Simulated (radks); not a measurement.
Values are calculated unless marked as measured or tabulated.
Spherical quantum dot in the effective-mass picture: electrons in a parabolic well V = omega^2 r^2 / 2 with omega = 0.812, with a point charge +1 (a donor) at the centre, all in effective atomic units (hartree* = m*/eps^2 hartree, bohr* = eps/m* bohr), one dielectric constant everywhere. Level of theory: non-relativistic Kohn-Sham, LDA (Slater exchange, Perdew-Wang correlation), spin-polarised, spherical densities (a radial shooting solver with Libxc functionals). Levels are named by radial order and angular momentum (1s, 1p, 1d, 2s, ...), and open shells are averaged over m. Each electron was tried in the lowest free levels, single moves between levels near the top were tried too, and the lowest total energy was kept; such a search can miss a lower state. At N = 1 the Hartree and exchange-correlation terms need not cancel, so that row can carry a self-interaction error.

| N | open shells | 2S | E (hartree*) | mu = E(N) - E(N-1) (hartree*) | addition energy mu(N+1) - mu(N) (hartree*) | rms radius (bohr*) |
|---|---|---|---|---|---|---|
| 1 | 1s(up 1, down 0) | 1 | 0.0483870 | 0.048387 | 0.8455 | 1.068 |
| 2 | none | 0 | 0.942283 | 0.89390 | 1.574 | 1.178 |
| 3 | 1p(up 1, down 0) | 1 | 3.41024 | 2.4680 | 0.4407 | 1.433 |
| 4 | 1p(up 2, down 0) | 2 | 6.31894 | 2.9087 | 0.4428 | 1.574 |
| 5 | 1p(up 3, down 0) | 3 | 9.67046 | 3.3515 | 0.5482 | 1.675 |
| 6 | 1p(up 3, down 1) | 2 | 13.5702 | 3.8997 | 0.3966 | 1.762 |
| 7 | 1p(up 3, down 2) | 1 | 17.8664 | 4.2963 | 0.3970 | 1.835 |
| 8 | none | 0 | 22.5597 | 4.6933 | 0.8237 | 1.900 |
| 9 | 2s(up 1, down 0) | 1 | 28.0766 | 5.5169 | 0.4087 | 1.985 |
| 10 | none | 0 | 34.0023 | 5.9256 | 0.4420 | 2.058 |
| 11 | 1d(up 1, down 0) | 1 | 40.3699 | 6.3676 | 0.3337 | 2.125 |
| 12 | 1d(up 2, down 0) | 2 | 47.0713 | 6.7014 | 0.3307 | 2.184 |
| 13 | 1d(up 3, down 0) | 3 | 54.1033 | 7.0320 | 0.3271 | 2.239 |
| 14 | 1d(up 4, down 0) | 4 | 61.4624 | 7.3592 | 0.3234 | 2.289 |
| 15 | 1d(up 5, down 0) | 5 | 69.1451 | 7.6826 | 0.3962 | 2.336 |
| 16 | 1d(up 5, down 1) | 4 | 77.2238 | 8.0788 | 0.3076 | 2.381 |
| 17 | 1d(up 5, down 2) | 3 | 85.6102 | 8.3863 | 0.3055 | 2.423 |
| 18 | 1d(up 5, down 3) | 2 | 94.3020 | 8.6918 | 0.3030 | 2.464 |
| 19 | 1d(up 5, down 4) | 1 | 103.297 | 8.9948 | 0.3002 | 2.502 |
| 20 | none | 0 | 112.592 | 9.2950 | 0.7515 | 2.539 |
| 21 | 1f(up 1, down 0) | 1 | 122.638 | 10.046 | 0.2783 | 2.583 |
| 22 | 1f(up 2, down 0) | 2 | 132.963 | 10.325 | 0.2765 | 2.624 |
| 23 | 1f(up 3, down 0) | 3 | 143.564 | 10.601 | 0.2746 | 2.663 |
| 24 | 1f(up 4, down 0) | 4 | 154.440 | 10.876 | 0.2726 | 2.700 |
| 25 | 1f(up 5, down 0) | 5 | 165.589 | 11.148 | - | 2.736 |

All shells are closed at N = 2, 8, 10, 20 (there: 1s2 1p6 1d10 2s2); the second difference of the energy has clear peaks (12 % above both neighbours; the first and last values, which can be the largest, are not judged, and half-filled shells can peak too) at N = 2, 5, 8, 15, 20.
